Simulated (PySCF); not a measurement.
Interval between two levels of Fe⁺ by level of theory

Fe⁺ [Ar] 3d6 4s1 [6D9/2, M_J = 9/2] → Fe⁺ [Ar] 3d6 4p1 [6F11/2, M_J = 11/2], as a difference of total energies. Calculation: PySCF 2.14, in x2c-SVPall-2c with one added diffuse shell each of s, d type (6s5p4d1f, 48 functions); the two-component X2C-1e Hamiltonian. Correlated levels: [Ne] frozen; the 6 highest virtual spinors dropped. "Screened" scales the spin-orbit matrix elements by Boettger's factors to mimic the two-electron term; Breit and QED terms are absent.

```json
{"method": "GHF (spin-free)", "interval between two levels (cm⁻¹)": "43426", "error (cm⁻¹)": "+1458"}
{"method": "GMP2 (spin-free)", "interval between two levels (cm⁻¹)": "43886", "error (cm⁻¹)": "+1918"}
{"method": "GHF (screened spin-orbit)", "interval between two levels (cm⁻¹)": "43676", "error (cm⁻¹)": "+1708"}
{"method": "GMP2 (screened spin-orbit)", "interval between two levels (cm⁻¹)": "44140", "error (cm⁻¹)": "+2172"}
```

Reference: 41968 cm⁻¹ (measured; NIST Handbook of Basic Atomic Spectroscopic Data (Sansonetti and Martin, J. Phys. Chem. Ref. Data 34, 1559 (2005))).

Errors of the correlated levels include the incompleteness of this basis and the frozen core.

The labels give the starting determinants; with spin-orbit coupling the two ends relaxed to ⟨J²⟩ = 24.76, ⟨L²⟩ = 6.01, ⟨S²⟩ = 8.75 and ⟨J²⟩ = 35.76, ⟨L²⟩ = 12.01, ⟨S²⟩ = 8.75.
